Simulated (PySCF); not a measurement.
Compound: C5H4O2S.
Cartesian coordinates in Å at the PBE0-D3(BJ)/def2-SVP level; atoms count from 1:
```xyz
12
C5H4O2S angstrom
O      1.8732    1.4760   -0.4351
C      2.1259    0.3103   -0.4867
O      1.2752   -0.7099   -0.3154
C     -0.0611   -0.5516   -0.0396
C     -0.8021    0.6654    0.0554
C     -2.1180    0.4151    0.3393
S     -2.4497   -1.2611    0.4892
C     -0.8202   -1.6755    0.1714
H      3.1290   -0.1166   -0.6901
H     -0.3724    1.6541   -0.0778
H     -2.9159    1.1444    0.4707
H     -0.4803   -2.7085    0.1496
```

The closed-shell ground state was solved at several levels (PySCF, density fitting, gas phase, non-relativistic).

```csv
level,basis functions,HOMO (eV),LUMO (eV),gap (eV),dipole (D)
CAM-B3LYP/def2-SVPD,205,-8.19,0.16,8.35,1.40
wB97X-D/pcSseg-2,351,-8.66,0.88,9.54,1.36
```

Problem. Estimate the row for PBE0/pcSseg-1, a basis of 163 functions; the other rows only guide the guess.

Solution. HOMO -6.95 eV, LUMO -0.82 eV, gap 6.13 eV, dipole 1.31 D.

Problem. Over all these levels, which gives the widest orbital gap and which the narrowest?

Solution. wB97X-D/pcSseg-2 (range-separated hybrid) has the widest, 9.54 eV, and PBE0/pcSseg-1 (global hybrid, 25 % exact exchange) the narrowest, 6.13 eV. Functional and basis both differ between the two, so the spread mixes both effects.

Problem. How far do the dipole and the HOMO energy spread over the levels?

Solution. The dipole runs from 1.31 to 1.40 D (mean 1.36 D) and the HOMO from -8.66 to -6.95 eV.

One conformer stands for the species.
